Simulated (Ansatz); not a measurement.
A nudged elastic band was laid between two geometries of BrH + Cl4F2Mo (9 atoms, charge 0, multiplicity 1).

The calculation used RKS PBE/def2-SVP in Ansatz 0.2.0.

```yaml
movable_images: 7
climbing_image: yes
spring: 5.0 eV/Å²
optimiser: quadratic models (default)
start_path: through a guess of the saddle point
force_threshold: 0.05 eV/Å
iteration_limit: 60
end_points: relaxed
```

Initial state:

```xyz
9
Properties=species:S:1:pos:R:3
Mo 0.055 -0.208 -0.338
F 0.627 -0.107 1.465
Cl 2.227 -0.602 -0.976
Cl 0.373 2.065 -0.512
F -1.661 0.138 0.300
Cl -0.321 -2.463 -0.006
Cl -0.739 -0.357 -2.484
Br 1.487 2.858 2.738
H 1.167 1.464 2.547
```

Final state:

```xyz
9
Properties=species:S:1:pos:R:3
Mo 0.207 0.153 -0.455
F 1.156 1.152 3.187
Cl 2.070 -1.213 -0.333
Cl -1.701 1.463 -0.430
F -0.136 -0.263 1.380
Cl -1.091 -1.693 -0.989
Cl 0.578 0.593 -2.674
Br 1.540 2.061 0.299
H 0.592 0.534 2.751
```

**Question.** What changes between the two ends?

**Answer.** Bonds broken: Mo1–F2, Br8–H9. Bonds formed: Mo1–Br8, F2–H9. BrH + Cl4F2Mo becomes BrCl4FMo + FH.

**Question.** What energy profile does the band end with?

**Answer.** It converged. The highest image is number 3 of 0 to 8, 1.04 eV above the first end and 0.72 eV above the last; the last end lies 0.32 eV above the first. The profile has 2 maxima (images 3, 5) with wells between them (image 4): this band takes more than one step, which may be the mechanism or a detour left from its start path. A vibrational analysis at the climbing image gives one clearly imaginary mode, 270i cm⁻¹: a first-order saddle point. The orbitals stay closed-shell, which can raise the energy where a bond breaks towards radicals; this wasn't checked here.

| image | path coordinate (Å) | energy (eV) | Mo1–F2 (Å) | Br8–H9 (Å) | Mo1–Br8 (Å) |
| --- | --- | --- | --- | --- | --- |
| 0 | 0.00 | 0.00 | 1.89 | 1.44 | 4.57 |
| 1 | 0.70 | 0.17 | 1.91 | 1.45 | 4.18 |
| 2 | 1.41 | 0.63 | 1.92 | 1.46 | 3.77 |
| 3 | 2.11 | 1.04 | 2.11 | 1.62 | 3.22 |
| 4 | 3.36 | 0.90 | 2.45 | 2.03 | 2.71 |
| 5 | 4.60 | 0.92 | 3.02 | 2.41 | 2.55 |
| 6 | 5.84 | 0.62 | 3.58 | 2.98 | 2.50 |
| 7 | 7.08 | 0.34 | 3.73 | 3.17 | 2.45 |
| 8 | 8.33 | 0.32 | 3.89 | 3.04 | 2.45 |

**Question.** What is the geometry of the highest image?

**Answer.** 
```xyz
9
Properties=species:S:1:pos:R:3
Mo 0.134 0.136 -0.144
F 0.755 -0.473 1.780
Cl 2.355 -0.001 -0.576
Cl -0.040 2.246 -1.108
F -1.377 0.542 0.831
Cl -0.286 -2.147 -0.001
Cl -0.642 -0.362 -2.294
Br 1.255 2.224 2.042
H 1.062 0.623 2.205
```

The band took 27 iterations and of the order of 50 core-minutes.

Time of the run: 12 min on 4 threads of Arm Neoverse V1, with other jobs on the host, peak memory 0.35 GiB.
